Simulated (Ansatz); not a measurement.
Program: Ansatz. Geometries: PBE0-D4/def2-TZVP. ΔE: electronic, gas phase. CCSD(T)/CBS adds triple-zeta CCSD(T) − MP2 to the extrapolated MP2 energy (def2 sets, frozen cores). This one scheme is used for every species. Each species was taken in one conformer, which may not be the lowest.

Reaction (ligand exchange at the Si–S bond): `Cl[SiH2]S[Si](Cl)(Cl)Cl` + `NBO` → `NBO[SiH2]Cl` + `S[Si](Cl)(Cl)Cl`

| level | ΔE (kcal/mol) |
| --- | --- |
| MP2/def2-QZVPP | -8.3 |
| MP2/CBS(def2) | -7.6 |

What does CCSD(T)/CBS give? (Estimate.)

Computed: -9.3 kcal/mol. The listed levels differ from it by 1.0, 1.7 kcal/mol.

Largest T1 diagnostic among the species: 0.012.

From PBE to PBE0 (25 % exact exchange), in def2-TZVPP and without D4, ΔE moves by −0.9 kcal/mol. In def2-TZVPP, CCSD(T) changes the Hartree–Fock value by +6.2 kcal/mol (the triples alone add +1.2 kcal/mol) and MP2 by +7.8 kcal/mol. The D4 term adds +3.6 kcal/mol with B3LYP and +2.0 kcal/mol with PBE0; it sums over pairs of atoms, weighted by their polarisabilities, and B3LYP, whose exchange is more repulsive, gets the larger term.

B3LYP here is the variant with VWN-RPA as its local correlation; programs differ in this.
